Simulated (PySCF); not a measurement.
# HgH₃⁻ at several levels of theory

All levels use the PBE0 minimum (singlet; Hg–H 1.764 Å (×3); H–Hg–H 120.0° (×3)), basis [Hg def2-TZVPD with ECP60, H def2-TZVPD], scalar-relativistic core potentials, density fitting, no spin–orbit coupling, PySCF. For vertical energies the ionised species is a doublet (spins chosen at PBE0 and kept). Open shells are unrestricted, also as the reference of the correlated levels. A dash marks a value that was not computed or is not defined at that level.

Z-matrix (Å, degrees; charge -1 multiplicity 1):
```
Hg
H  1 1.7638
H  1 1.7638 2 120.00
H  1 1.7638 2 120.00 3 180.00
```

| level | vertical detachment energy (eV) | −ε(HOMO) (eV) | gap (eV) |
| --- | --- | --- | --- |
| PBE0 | 3.17 | 1.20 | 4.80 |
| HF | 2.61 | 3.72 | 8.71 |
| MP2 | 3.17 | – | – |
| PBE | 3.04 | 0.19 | 3.26 |
| B3LYP | 3.24 | 1.06 | 4.46 |
| r2SCAN | 3.08 | 0.39 | 3.87 |
| TPSSh | ? | ? | ? |
| LDA | 3.21 | 0.31 | 3.23 |
| TPSS | ? | ? | ? |

Q: Fill in the row of TPSS.

A: vertical detachment energy (eV) 3.05, −ε(HOMO) (eV) 0.28, gap (eV) 3.50.

Q: Fill in the row of TPSSh.

A: vertical detachment energy (eV) 3.09, −ε(HOMO) (eV) 0.68, gap (eV) 4.10.

Spin contamination in at least one species weakens the values at: HF, MP2.

The lowest empty level of this anion is unbound, so it and the gap depend on the basis. No spin–orbit coupling is included, which matters more the heavier the element.
